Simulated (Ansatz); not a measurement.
`CSB(O)F` + HBr → `OB(F)Br` + CH₃SH at 400 K and 1 bar (ligand exchange at a B–S bond).

Gas-phase electronic energies from Ansatz, PBE0-D4/def2-TZVP geometries. CCSD(T)/CBS is the MP2 limit (def2-TZVPP, def2-QZVPP) plus CCSD(T) − MP2 in def2-TZVPP, frozen cores. This one scheme is used for every species. For Br outer-core shells are correlated without core-valence functions, which leaves a few kJ/mol of doubt a bond. Scalar relativity is left out up to krypton. Each species was taken in one conformer, which may not be the lowest.

| species | CCSD(T)/CBS energy (Eh) | H − E (kJ/mol) | S (J/(mol·K)) |
| --- | --- | --- | --- |
| `CSB(O)F` | -638.14232 | 190.3 | 362.2 |
| HBr | -2573.91920 | 27.6 | 207.2 |
| `OB(F)Br` | -2773.83630 | 80.2 | 315.8 |
| CH₃SH | -438.22835 | 138.7 | 269.4 |

H − E and S are ideal-gas, rigid-rotor, harmonic terms from PBE0-D4/def2-TZVP, for one conformer and one mirror image of each species. 1 Eh = 2625.50 kJ/mol, R = 8.31446 J/(mol·K).

**Question.** By hand: ΔE, ΔH, ΔS and ΔG.

**Answer.** ΔE = (-2773.83630) + (-438.22835) − (-638.14232) − (-2573.91920) = -0.00313 Eh = -8.2 kJ/mol. Δ(H − E) = 80.2 + 138.7 − 190.3 − 27.6 = 1.0, so ΔH = -7.2 kJ/mol. ΔS = 315.8 + 269.4 − 362.2 − 207.2 = 15.8 J/(mol·K). ΔG = -7.2 − 400 × (15.8)/1000 = -13.5 kJ/mol.

**Question.** By hand: the equilibrium constant, and the temperature at which ΔG would vanish if ΔH and ΔS stayed fixed.

**Answer.** log₁₀ K = −ΔG/(RT ln 10) = 1.8. ΔH and −TΔS have one sign here, so there is no such temperature.

TΔS isn't small against ΔH here. A doubt of 5 kJ/mol in ΔE shifts log₁₀ K by 0.7 here. Other conformers and mirror images would add mixing entropy, several J/(mol·K) or more a flexible species. These are equilibria of isolated gas molecules and say nothing of rates. Largest T1 diagnostic: 0.012 (customary marks: 0.02 for closed shells, 0.045 for open ones).
